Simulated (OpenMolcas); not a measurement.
An OpenMolcas run meant for Sb IV (ANO-RCC-VQZP, DKH2; inactive shells 1s 2s 2p 3s 3p 3d 4s 4p 4d; intended active space 2 electrons in 9 orbitals (RAS2 5s 5p; RAS3 5d, at most 2 electrons)). One step of its input:

```
&CASPT2
Multistate=3 1 2 3
Frozen=9 9
IPEA=-0.5
Imaginary=0.1
MaxIter=60
WThr=0.0 0.3 0.05
PrWF=0.5
NoMix
```

The run finished. Its levels beside those of a sound run (MS-RASPT2, IPEA 0.25 Eh, imaginary shift 0.1 Eh (closed shells correlated: 4d)), in cm-1 above each run's lowest level:

```
      Level  This run  Usual run
    5s2 1S0       0.0        0.0
5s 5p 3P* 0     65696      65590
5s 5p 3P* 1     67602      67506
5s 5p 3P* 2     72379      72273
5s 5p 1P* 1     94349      95029
    5p2 3P0    152423     153478
    5p2 1D2    156424     156698
    5p2 3P1    155789     156855
    5p2 3P2    161856     162603
```

Task: Which setting is unsound, and how much does it matter here?

Result: The IPEA shift is negative. Against the sound run the excited levels shown move by 520 cm-1 on average and by 1100 cm-1 at most.

Term energies are means over components that CASPT2 splits; among the terms shown or strongly mixed into the levels shown the widest spread is 390 cm-1 (5p2 1D, this run). Active for correlation alone: 5d; no level in the range computed is led by a configuration that fills it, so any true level of that kind is missing. Some terms mix strongly with configurations of 5d, whose occupation reaches 0.29 (5p2 1D). Some levels mix across a computed gap that differs much from the measured one, so their mixing is not that of the real levels (holds for this run). The CASPT2 spread within a term exceeds the gap to the next term for 5p2 3P and 5p2 1D, so the order of their levels is uncertain, and so are names and mixing where such terms share a J (holds for this run). Only configurations of the active space appear.

* marks odd parity.
